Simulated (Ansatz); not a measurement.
CH$_{6}$AlFSi, SMILES `C[SiH2][AlH][F]`. Charge 0, multiplicity 1. The structure was optimised at the PBE0-D4/def2-TZVP level. It is one conformer, not always the lowest.

```xyz
10

C     0.048    0.972    1.315
Si    0.448    0.460   -0.452
Al   -0.559   -1.686   -1.082
F    -0.228   -2.264   -2.597
H     0.510    1.932    1.552
H     0.417    0.233    2.029
H    -1.030    1.069    1.460
H     1.928    0.372   -0.626
H    -0.026    1.514   -1.398
H    -1.509   -2.601   -0.200
```

What is the dipole moment at r2SCAN/def2-TZVPP? (Estimate.)

The calculation gave: 2.22 D, with components (-0.25, 0.98, 1.97) D in this frame, pointing from negative to positive charge.

And with PBE, B3LYP, ωB97M-V? (An estimate is asked.)

Computed: PBE 2.22 D, B3LYP 2.23 D, ωB97M-V 2.18 D.

Give the Mulliken charges with r2SCAN, PBE, ωB97M-V in def2-TZVPP. (Best estimate.)

Ansatz gave: 
```tsv
atom	r2SCAN	PBE	ωB97M-V
C1	-0.29	-0.36	-0.44
Si2	0.07	0.04	0.02
Al3	0.65	0.53	0.57
F4	-0.36	-0.31	-0.35
H5	0.08	0.11	0.13
H6	0.08	0.11	0.12
H7	0.08	0.11	0.12
H8	-0.07	-0.05	-0.03
H9	-0.07	-0.05	-0.03
H10	-0.16	-0.12	-0.11
```

B3LYP here is the variant with VWN-RPA as its local correlation; programs differ in this.
